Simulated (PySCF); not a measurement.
C₆ coefficients of unlike pairs at PBE

Calculated with PySCF 2.14 from the dipole response of each species, C₆(A,B) = (3/π) ∫ α_A(iu) α_B(iu) du, in atomic units, from isotropic polarisabilities. For ions this is the dispersion term alone; charge-induced terms of lower order in 1/R come first.

```
species           configuration                                                                                 basis      relativity  α (bohr³)  C₆ (like pair)
    O²⁺       [He] 2s2 2p2 (3P)                                                                  aug-cc-pVDZ (4s3p2d)            none      1.750           2.336
   Ga²⁺      [Ar] 3d10 4s1 (2S)                                             aug-cc-pwCVDZ-PP with ECP10MDF (6s5p4d1f)  core potential      9.200           26.07
    Ar⁺       [Ne] 3s2 3p5 (2P)  aug-cc-pV(Q+d)Z with one added diffuse shell each of s, p, d, f, g type (8s7p6d4f3g)            none      7.073           31.99
    Sb⁺  [Kr] 4d10 5s2 5p2 (3P)                                                       aug-cc-pwCVTZ-DK3 (10s9p7d4f1g)   spin-free X2C      25.44           210.6
```

Task: Estimate C₆ for Sb⁺ with O²⁺.

Result: The integral gives 20.69. The combination rule 2 C_A C_B / (C_A α_B/α_A + C_B α_A/α_B) gives 20.31 and the geometric mean 22.18.

No spin-orbit coupling is included.

The other pairs:

| pair | C₆ |
| --- | --- |
| Sb⁺, Ga²⁺ | 73.93 |
| Ga²⁺, O²⁺ | 7.286 |
| Sb⁺, Ar⁺ | 78.98 |
| Ar⁺, Ga²⁺ | 27.64 |
| Ar⁺, O²⁺ | 8.565 |
